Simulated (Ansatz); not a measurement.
`SC[NH][GeH3]` + `OCBCl` → `ClBC[O][GeH3]` + `NCS`  (ligand exchange at a Ge–N bond)

Computed with Ansatz on PBE0-D4/def2-TZVP structures; ΔE is electronic, products minus reactants. CCSD(T)/CBS adds triple-zeta CCSD(T) − MP2 to the extrapolated MP2 energy (def2 sets, frozen cores). Functionals use def2-TZVPP. For Ge outer-core shells are correlated without core-valence functions, which leaves a few kJ/mol of doubt a bond. Scalar relativity is left out up to krypton. Each species was taken in one conformer, which may not be the lowest.

Task: Is it downhill or uphill in electronic energy at CCSD(T)/CBS, and by how much? (Best estimate.)

Result: The calculation gave: Nearly level: ΔE = -1.1 kJ/mol.

Task: What do these levels give: r2SCAN-D4, PBE0-D4, PBE, HF/def2-TZVPP, CCSD/def2-TZVPP, HF/def2-QZVPP? (Best estimate.)

Result: Computed: r2SCAN-D4 0.2, PBE0-D4 2.7, PBE 2.9, HF/def2-TZVPP -17.0, CCSD/def2-TZVPP -5.4, HF/def2-QZVPP -17.6 kJ/mol.

Largest T1 diagnostic among the species: 0.012.

In def2-TZVPP, CCSD(T) changes the Hartree–Fock value by +13.8 kJ/mol (the triples alone add +2.2 kJ/mol) and MP2 by +15.5 kJ/mol. The D4 term adds +3.5 kJ/mol with B3LYP and +1.7 kJ/mol with PBE0; it sums over pairs of atoms, weighted by their polarisabilities, and B3LYP, whose exchange is more repulsive, gets the larger term.

B3LYP here is the variant with VWN-RPA as its local correlation; programs differ in this.
